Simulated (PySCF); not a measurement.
**Working out the excitation energy of Br⁺**

Br⁺ [Ar] 3d10 4s2 4p4 (3P) → Br⁺ [Ar] 3d10 4s2 4p3 4d1 (5D). Calculation: PySCF 2.14, in aug-cc-pwCVDZ-PP with ECP10MDF; scalar relativity through the core potential. Frozen: 3s2 3p6 3d10. Energies in hartree (1 hartree = 27.21139 eV):

```json
{"part": "UHF", "Br⁺ (lower)": "-415.080580", "Br⁺ (upper)": "-414.626857"}
{"part": "CCSD correlation", "Br⁺ (lower)": "-0.099478", "Br⁺ (upper)": "-0.077526"}
{"part": "(T)", "Br⁺ (lower)": "-0.001519", "Br⁺ (upper)": "-0.000925"}
```

Problem. What does Hartree-Fock give?

Solution. (-414.626857) − (-415.080580) = 0.453723 hartree = 12.346 eV.

Problem. What do CCSD and CCSD(T) give?

Solution. The CCSD correlation energies differ by 0.021952 hartree = 0.597 eV and the triples by 0.000594 hartree = 0.016 eV, so CCSD gives 12.943 eV and CCSD(T) 12.959 eV.

Measured between the centres of the two terms (NIST): 12.722 eV, so CCSD(T) (valence) is off by 0.237 eV.

A double-zeta basis recovers only part of the correlation energy.

What remains against the reference includes basis incompleteness, the frozen core and higher excitations.
